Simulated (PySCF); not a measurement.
UHF on Li (lithium, neutral)

Configuration: [He] 2s1, 2S determinant. Calculation: PySCF 2.14, in x2c-TZVPPall with one added diffuse shell each of s, p type (6s4p1d, 23 functions); scalar relativity by spin-free X2C-1e.

```
Total energy                        : -7.433323 hartree
One-electron energy                 : -9.7146 hartree
Hartree (Coulomb) energy            : 4.0628 hartree
Exchange energy                     : -1.7815 hartree
⟨S²⟩                                : 0.7500
⟨L²⟩                                : 0.000
Sum of ⟨r⟩                          : 5.021 bohr
Sum of ⟨r²⟩                         : 18.66 bohr²
Langevin diamagnetic susceptibility : -14.8 ×10⁻⁶ cm³/mol
```

```
shell  electrons  mean orbital energy (eV)  rms radius, mean of both spins (bohr)
 1s α          1                   -67.670                                  0.668
 1s β          1                   -67.181                                  0.668
 2s α          1                    -5.343                                   4.21
```
